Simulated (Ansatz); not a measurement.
AlSi₆, 7 atoms. Hardware: 4 threads of Intel Xeon on a shared host.

Correlated methods freeze 35 core orbitals.

Problem. How many basis functions does each of these Ansatz runs have, and roughly what does it cost? B3LYP-D4/def2-SVP, charge 0 doublet, relaxation, 7 steps; r2SCAN-D4/def2-TZVP, charge 0 doublet, energy, from earlier orbitals; revPBE-D4/def2-TZVP, charge 0 doublet, energy, from earlier orbitals; PBE-D4/def2-TZVP, charge 0 doublet, energy and forces, from earlier orbitals; CCSD(T)/def2-SVP, charge 0 doublet, energy, from earlier orbitals; PBE0-D4/def2-TZVP, charge 0 doublet, energy, from earlier orbitals; ωB97X-V/def2-TZVP, charge 0 doublet, energy, from earlier orbitals; r2SCANh-D4/def2-TZVP, charge 0 doublet, energy, from earlier orbitals; PBE0-D4/def2-SVP, charge 0 doublet, energy, from earlier orbitals; PBE0-D4/def2-SVP, charge 0 doublet, energy with a search over starts; PBE-D4/def2-SVP, charge 0 doublet, energy, from earlier orbitals; HF/STO-3G, charge 0 doublet, energy.

Solution. Other jobs shared the machine, so times can vary by a factor of up to 3. A dash marks memory too small to be measured apart from the calling script's.

```json
{"run": "HF/STO-3G, charge 0 doublet, energy", "functions": "63", "fitting or Cholesky vectors": "684", "wall time": "5.5 s", "peak host memory (GiB)": "–"}
{"run": "PBE-D4/def2-SVP, charge 0 doublet, energy, from earlier orbitals", "functions": "126", "fitting or Cholesky vectors": "1369", "wall time": "8 s", "peak host memory (GiB)": "–"}
{"run": "PBE0-D4/def2-SVP, charge 0 doublet, energy, from earlier orbitals", "functions": "126", "fitting or Cholesky vectors": "1154", "wall time": "14 s", "peak host memory (GiB)": "–"}
{"run": "revPBE-D4/def2-TZVP, charge 0 doublet, energy, from earlier orbitals", "functions": "259", "fitting or Cholesky vectors": "1771", "wall time": "20 s", "peak host memory (GiB)": "0.55"}
{"run": "PBE-D4/def2-TZVP, charge 0 doublet, energy and forces, from earlier orbitals", "functions": "259", "fitting or Cholesky vectors": "1771", "wall time": "21 s", "peak host memory (GiB)": "0.55"}
{"run": "PBE0-D4/def2-SVP, charge 0 doublet, energy with a search over starts", "functions": "126", "fitting or Cholesky vectors": "1154", "wall time": "29 s", "peak host memory (GiB)": "–"}
{"run": "r2SCAN-D4/def2-TZVP, charge 0 doublet, energy, from earlier orbitals", "functions": "259", "fitting or Cholesky vectors": "1771", "wall time": "41 s", "peak host memory (GiB)": "0.65"}
{"run": "CCSD(T)/def2-SVP, charge 0 doublet, energy, from earlier orbitals", "functions": "126", "fitting or Cholesky vectors": "1154", "wall time": "55 s", "peak host memory (GiB)": "0.93"}
{"run": "PBE0-D4/def2-TZVP, charge 0 doublet, energy, from earlier orbitals", "functions": "259", "fitting or Cholesky vectors": "1887", "wall time": "57 s", "peak host memory (GiB)": "1.3"}
{"run": "r2SCANh-D4/def2-TZVP, charge 0 doublet, energy, from earlier orbitals", "functions": "259", "fitting or Cholesky vectors": "1771", "wall time": "74 s", "peak host memory (GiB)": "1.3"}
{"run": "B3LYP-D4/def2-SVP, charge 0 doublet, relaxation, 7 steps", "functions": "126", "fitting or Cholesky vectors": "1215", "wall time": "95 s", "peak host memory (GiB)": "–"}
{"run": "ωB97X-V/def2-TZVP, charge 0 doublet, energy, from earlier orbitals", "functions": "259", "fitting or Cholesky vectors": "1562", "wall time": "2 min", "peak host memory (GiB)": "1.6"}
```
